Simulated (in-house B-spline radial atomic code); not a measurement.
Binding energies in the manganese ion Mn⁵⁺

NIST's tabulated ground configuration is [Ar] 3d2; each binding energy is the energy of the ion with one electron taken from that subshell, relaxed, less that of the parent. Computed with a radial B-spline atomic code at the basis-set limit: Dirac-Hartree-Fock, average of configuration, Fermi nucleus of rms radius 3.7057 fm. Energies include first-order Breit, QED and recoil terms.

```
subshell  X-ray name  binding energy (eV)  -ε (eV)  relaxation (eV)
      1s           K               6643.2   6687.4             34.2
      2s          L1                879.7    892.0             11.5
   2p1/2          L2                758.6    772.4             13.0
   2p3/2          L3                748.5    761.8             12.9
      3s          M1                184.2    186.1              1.8
   3p1/2          M2                145.8    147.6              1.7
   3p3/2          M3                144.3    146.1              1.7
      3d        M4,5                93.04    94.49             1.47
```

Relaxation = -ε minus the binding energy without Breit, QED and recoil terms.

Emission lines follow as differences of binding energies, with λ = 12398.42 eV·Å / E:

| line | holes | energy (eV) | wavelength (Å) |
| --- | --- | --- | --- |
| K-L3 | 1s → 2p3/2 | 5894.7 | 2.1033 |
| K-L2 | 1s → 2p1/2 | 5884.6 | 2.1069 |
| K-M3 | 1s → 3p3/2 | 6498.9 | 1.9078 |
| L1-M3 | 2s → 3p3/2 | 735.4 | 16.859 |
| L3-M1 | 2p3/2 → 3s | 564.3 | 21.971 |

(1) What screening constant σ does Moseley's law, E = (3/4)·13.6057 eV·(Z - σ)², need for K-L3?

(2) What does it cost to remove both a 3p1/2 and a 3d electron?

(3) What does it cost to remove both a 2s and a 3d electron?

(4) What does it cost to remove two 3d electrons?

Results:

(1) σ = 0.97.

(2) 263.03 eV, which is 24.23 eV more than the two single binding energies together.

(3) 1003.5 eV, which is 30.74 eV more than the two single binding energies together.

(4) 211.14 eV, which is 25.07 eV more than the two single binding energies together.
